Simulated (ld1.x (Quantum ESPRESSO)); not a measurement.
# What one change does to a pseudopotential (O (Z = 8), ultrasoft)

ld1.x (Quantum ESPRESSO) 7.5 input, shortened:

```
&input
   title='O', zed=8., rel=0, dft='PW91', iswitch=3,
   config='[He] 2s2 2p2'
 /
 &inputp
   pseudotype=3, tm=.true., lloc=-1, rcloc=1.30,
   nlcc=.false.,
   which_augfun='PSQ', rmatch_augfun=0.55
 /
4
2S  1  0   2.00   0.00  0.60  0.85  0.0
2S  1  0   0.00  -3.60  0.60  0.85  0.0
2P  2  1   2.00   0.00  1.35  1.75  0.0
2P  2  1   0.00  -2.30  1.35  1.75  0.0
 &test
   configts(1)='2s2 2p2'
 /
```

Change: waves 2s (bound): rcut 0.60, rcutus 1.08 bohr; 2s channel at -3.6 Ry: rcut 0.60, rcutus 1.08 bohr.

Cutoffs: the cutoffs (Ry, on a coarse ladder) from which the occupation-weighted sum of valence levels, in a spherical-Bessel basis at the reference potential, stays within 10 and 1 mRy of its value at 400 Ry; they do not see the model core or the augmentation charge, which bear on the density cutoff. Errors are all-electron minus pseudo energies relative to the spin-unpolarised reference configuration.

**Question.** Predict the effect on cutoff, ghosts and configuration errors.

**Answer.** The potential gets softer (30 Ry and 55 Ry → 30 Ry and 45 Ry); of the 7 tests that both files solve, the error grows in 0 and shrinks in 5 by more than 15 % and 0.3 meV (median size 6.1 → 3.3 meV); neither file shows a bound ghost. A larger radius leaves more room for a smooth pseudo-wave, so fewer plane waves are needed. That the errors move this way runs against the usual rule that smaller radii transfer better.

```csv
quantity,base,changed
"cutoff, loose",30 Ry,30 Ry
"cutoff, tight",55 Ry,45 Ry
loose cutoff by channel (10 mRy a level),"s 18 Ry, p 21 Ry","s 21 Ry, p 21 Ry"
bound ghosts,none,none
"error for 2s2 2p4, meV [ΔE -50.24 eV]",+4.8,-1.4
"error for 2s2 2p3, meV [ΔE -33.71 eV]",+5.9,+3.3
"error for 2s2 2p1, meV [ΔE 54.01 eV]",+56,+51
"error for 2s2 2p3.5, meV [ΔE -43.91 eV]",+6.1,+1.5
"error for 2s1 2p5, meV [ΔE -35.38 eV]",+112,+88
"error for 2s2 2p4.3, meV [ΔE -52.39 eV]",+4.2,-2.7
"error for 2s2 2p0, meV [ΔE 131.05 eV]",+539,+515
s: phases at 1.90 bohr within 0.05 rad from the reference energy up to (Ry; the scan ends near 5),to the end of the scan,to the end of the scan
p: phases at 1.90 bohr within 0.05 rad from the reference energy up to (Ry; the scan ends near 5),0.9,0.9
lowest overlap eigenvalue by channel,"s 0.69, p 0.52","s 0.58, p 0.52"
```
